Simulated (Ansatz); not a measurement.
Input file for `CCB(O)CC`:

```yaml
crystal:
  periodic: [false, false, false]
  atoms:
    - {symbol: C, position_ang: [-0.807127, -0.357827, -1.825917]}
    - {symbol: C, position_ang: [-0.253491, -1.371973, -0.830058]}
    - {symbol: B, position_ang: [0.290161, -0.803849, 0.532224]}
    - {symbol: O, position_ang: [0.128169, -1.607319, 1.624164]}
    - {symbol: C, position_ang: [0.993042, 0.604397, 0.681290]}
    - {symbol: C, position_ang: [-0.026909, 1.698547, 1.023546]}
    - {symbol: H, position_ang: [-1.714120, 0.120269, -1.446460]}
    - {symbol: H, position_ang: [-1.064042, -0.825620, -2.779418]}
    - {symbol: H, position_ang: [-0.086050, 0.436425, -2.037184]}
    - {symbol: H, position_ang: [0.607943, -1.883955, -1.287758]}
    - {symbol: H, position_ang: [-0.983256, -2.164792, -0.636967]}
    - {symbol: H, position_ang: [0.526196, -1.244626, 2.419987]}
    - {symbol: H, position_ang: [1.759404, 0.572221, 1.466644]}
    - {symbol: H, position_ang: [1.512687, 0.878689, -0.242604]}
    - {symbol: H, position_ang: [-0.783249, 1.798054, 0.241512]}
    - {symbol: H, position_ang: [-0.553161, 1.478584, 1.956633]}
    - {symbol: H, position_ang: [0.453803, 2.672765, 1.140385]}
basis:
  gaussian: {orbitals: def2-SVP}
correlation: {method: ccsd_t}
```

```sh
$ ansatz run in.yaml --threads 8 --pin off --events-out ev --progress --plain --max-ram 18278MiB
```

Output of Ansatz, abridged:

```
Functional definition: HF
1425 factors; integrals over basis functions are off by at most 1.4e-3 eV
mean field evaluation 1: about -6996.9020 eV, gradient 4.3e1 eV
mean field evaluation 2: about -6997.0301 eV, gradient 4.2e1 eV
mean field evaluation 4: about -7001.5453 eV, gradient 4.4e0 eV
mean field evaluation 8: about -7001.6067 eV, gradient 2.4e-4 eV
mean field -7001.60672672 eV, -257.3043013473 hartree, gradient 8.6e-6 eV, S^2 0.000000; 0 other end points of the search recorded, 0 dependent functions left out
6 core orbitals not correlated: weight in the atoms' cores, before any rotation towards them, 1.000 or more for the frozen orbitals, at most 0.000 for the correlated occupied ones
reference -7001.60672672 eV, -257.3043013473 hartree; 18, 18 occupied and 115, 115 virtual orbitals, 1425 factors
second order -23.12569093 eV of doubles, -0.00000000 eV of singles
cycle   1  -24.35910715 eV  change    -1.2e0 eV  update   9.9e-2
cycle   2  -24.94043862 eV  change   -5.8e-1 eV  update   2.9e-2
cycle   3  -25.06328670 eV  change   -1.2e-1 eV  update   1.5e-2
cycle   4  -25.06328069 eV  change    6.0e-6 eV  update   3.9e-3
cycle   5  -25.06301154 eV  change    2.7e-4 eV  update   1.6e-3
cycle   6  -25.06298042 eV  change    3.1e-5 eV  update   5.1e-4
cycle   7  -25.06275030 eV  change    2.3e-4 eV  update   1.7e-4
cycle   8  -25.06271832 eV  change    3.2e-5 eV  update   4.9e-5
cycle   9  -25.06271922 eV  change   -8.9e-7 eV  update   1.4e-5
perturbative correction -0.69977012 eV, -0.0257160775 hartree
Total energy: -7027.36921605 eV, -258.2510553680 hartree
```

Run time 7.5 s (8 threads of an Intel Xeon on a shared host); peak host memory 1.2 GiB.

Correlation energy per correlated electron: -0.716 eV. T1 diagnostic: 0.0104.
